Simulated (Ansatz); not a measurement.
Geometry optimisation, Ansatz 0.2.0, UKS B3LYP-D4/def2-SVP.

input.yaml

```yaml
crystal:
  periodic: [false, false, false]
  atoms:
    - { symbol: Ga, position_ang: [-0.8697, -1.1571, -0.0076] }
    - { symbol: F, position_ang: [0.0686, 0.298, -1.2447] }
    - { symbol: H, position_ang: [0.3426, 0.4614, -0.0815] }
    - { symbol: Cl, position_ang: [0.4584, 0.3977, 1.3339] }
magnetization:
  spin_polarized: true
basis:
  gaussian: { orbitals: def2-SVP }
hamiltonian:
  xc: b3lyp
  dispersion: d4
relax:
  f_tol: 0.15
  max_steps: 25
  restrain:
    - { distance: [2, 1], at: 0.88, k: 30.0 }
    - { distance: [0, 1], at: 3.09, k: 30.0 }
    - { distance: [0, 2], at: 2.83, k: 30.0 }
```

Command:

```bash
$ ansatz run input.yaml --threads 2 --pin off --max-ram 3072MiB --backend cpu --events-out ev --progress --plain --runs-dir out
```

Task: Where does it end, and by what steps?

Result: The forces met the threshold. The restraints hold the end off the free minimum. After 7 steps the energy has fallen by 0.500 eV (the restraints' own energy left out); H3 moved furthest, 0.55 Å. Parted: H3–Cl4 (1.42 → 2.18 Å). Joined: F2–H3 (1.21 → 0.92 Å).

```json
{"step": "0", "energy less start (eV)": "0.0000", "largest force component (eV/Å)": "2.009", "accepted": "yes"}
{"step": "1", "energy less start (eV)": "-0.0212", "largest force component (eV/Å)": "2.399", "accepted": "yes"}
{"step": "2", "energy less start (eV)": "0.0865", "largest force component (eV/Å)": "2.266", "accepted": "yes"}
{"step": "3", "energy less start (eV)": "0.0537", "largest force component (eV/Å)": "2.655", "accepted": "yes"}
{"step": "4", "energy less start (eV)": "-0.4251", "largest force component (eV/Å)": "1.381", "accepted": "yes"}
{"step": "5", "energy less start (eV)": "-0.4658", "largest force component (eV/Å)": "1.333", "accepted": "yes"}
{"step": "6", "energy less start (eV)": "-0.4976", "largest force component (eV/Å)": "1.031", "accepted": "yes"}
{"step": "7", "energy less start (eV)": "-0.4999", "largest force component (eV/Å)": "1.117", "accepted": "yes"}
```

```xyz
4
Properties=species:S:1:pos:R:3
Ga -1.039 -1.452 0.410
F 0.307 0.631 -1.422
H 0.492 0.738 -0.528
Cl 0.240 0.083 1.540
```

The run took 18 s on 2 threads of Intel(R) Xeon(R) Platinum 8259CL CPU @ 2.50GHz (Skylake/Cascade Lake), with other jobs on the host, peak memory 0.21 GiB.
